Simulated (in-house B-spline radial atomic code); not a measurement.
Radial electron density of the cerium ion Ce⁸⁺, [Kr] 4d10 5s2 5p2. Method: Dirac-Kohn-Sham PBE0, spherical fractional occupations, Fermi nucleus of rms radius 4.8771 fm. Calculated with a radial B-spline atomic code at the basis-set limit.

Caution: exact exchange at fractional occupations of open shells leaves self-interaction of up to several eV.

Columns: r (bohr), 4πr²n(r) (electrons per bohr), bar.

```
0.000962    2.621 #
 0.00118    3.702 ##
 0.00145    5.213 ##
 0.00178    7.275 ###
 0.00219     10.1 ####
 0.00268    13.76 ######
  0.0033    18.67 ########
 0.00405     24.8 ###########
 0.00497     32.3 ##############
  0.0061    41.08 ##################
 0.00749    50.77 ######################
  0.0092    60.58 ###########################
  0.0113    69.28 ###############################
  0.0139    75.45 #################################
   0.017    77.74 ##################################
  0.0209    76.02 ##################################
  0.0257    71.67 ################################
  0.0315    68.23 ##############################
  0.0387    69.77 ###############################
  0.0475    78.33 ###################################
  0.0583    90.88 ########################################
  0.0716    99.45 ############################################
  0.0879    96.68 ###########################################
   0.108    84.15 #####################################
   0.133    73.99 #################################
   0.163    76.73 ##################################
     0.2    85.47 ######################################
   0.245    81.63 ####################################
   0.301    59.17 ##########################
    0.37    36.21 ################
   0.454    30.73 ##############
   0.558    35.41 ################
   0.685    32.89 ###############
   0.841    21.66 ##########
    1.03    11.71 #####
    1.27    6.692 ###
    1.56    4.039 ##
    1.91    1.848 #
    2.35   0.5028 
    2.88  0.07603 
    3.54 0.005283 
    4.34 0.0001575 
    5.33 1.585e-06
```

On this grid the curve has 4 maxima, near 0.017, 0.0716, 0.2, 0.558 bohr.

The 5p3/2 radial function P(r) = rR(r), positive near the nucleus, with its small component Q(r) (sign convention: Q ≈ (P' + κP/r)/2c):

```
r (bohr)         P           Q
 0.00145  0.001133  -0.0001205
 0.00219  0.002483   -0.000266
  0.0033  0.005358  -0.0005762
 0.00497   0.01136   -0.001226
 0.00749   0.02351   -0.002548
  0.0113   0.04691   -0.005123
   0.017   0.08786   -0.009728
  0.0257     0.151    -0.01719
  0.0387    0.2218    -0.02676
  0.0583    0.2476    -0.03451
  0.0879     0.133    -0.03201
   0.133   -0.1551    -0.01268
     0.2   -0.3636     0.01248
   0.301  -0.08704     0.01825
   0.454    0.4745  -0.0004197
   0.685    0.3209    -0.01249
    1.03   -0.5979   -0.003283
    1.56   -0.9558    0.005806
    2.35   -0.4182    0.003557
    3.54  -0.04899   0.0004649
```
